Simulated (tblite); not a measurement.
Compound: C4H10OSSi.
SMILES with atom numbers: `[CH3:1][C:2](=[S:3])[O:4][CH2:5][CH2:6][SiH3:7]` (hydrogens: H8, H9, H10 on C1; H11, H12 on C5; H13, H14 on C6; H15, H16, H17 on Si7)

Geometry (GFN2-xTB, Å), atoms numbered from 1 in this order:
```
atom  x, y, z in Å
C1    -2.591    0.575   -0.805
C2    -1.737    0.391    0.407
S3    -2.284    0.635    1.923
O4    -0.498    0.034    0.118
C5     0.442   -0.115    1.176
C6     1.785   -0.417    0.543
Si7    2.018    0.660   -1.015
H8    -2.211   -0.024   -1.628
H9    -2.567    1.624   -1.102
H10   -3.621    0.311   -0.581
H11    0.096   -0.906    1.853
H12    0.475    0.820    1.747
H13    1.834   -1.472    0.273
H14    2.568   -0.239    1.278
H15    1.238    0.118   -2.126
H16    1.603    2.030   -0.714
H17    3.443    0.636   -1.357
```

All values are computed: GFN2-xTB (tblite) harmonic vibrations without scaling, gas phase. Against measured fundamentals such values can be off by several per cent, at times by over 20. Modes of hydrogen on silicon can be 10 to 20 % off. One conformer, not necessarily the lowest. The optimisation stopped once no atom felt more than 0.01 eV/Å.

Lowest wavenumbers of the output (negative numbers stand for imaginary wavenumbers):
```
mode    cm-1
  1     -28.1
  2      34.0
  3      47.1
  4     135.6
  5     155.9
  6     176.3
  7     213.1
  8     313.6
  9     412.7
 10     473.8
 11     516.8
 12     523.9
 13     575.1
 14     706.7
 15     739.4
```

Q: Is this structure a minimum?

A: Not by this Hessian. 1 mode is imaginary beyond 20i (28i cm⁻¹), so at this level the point lies at or near a first-order saddle. The curvature is small, so loose convergence or finite differences may be the whole cause.

Q: Which atoms move in the imaginary mode?

A: 28i: H9 (methyl hydrogen) 37 %, H10 (methyl hydrogen) 32 %, H8 (methyl hydrogen) 30 %. These are shares of the mass-weighted motion.

Q: What is the remedy?

A: Step along that mode in both directions, optimise again with tighter thresholds and repeat the frequencies. The zero-point energy of this point (79.6 kcal/mol) counts the 44 real modes alone, and thermal corrections from it aren't those of a minimum.
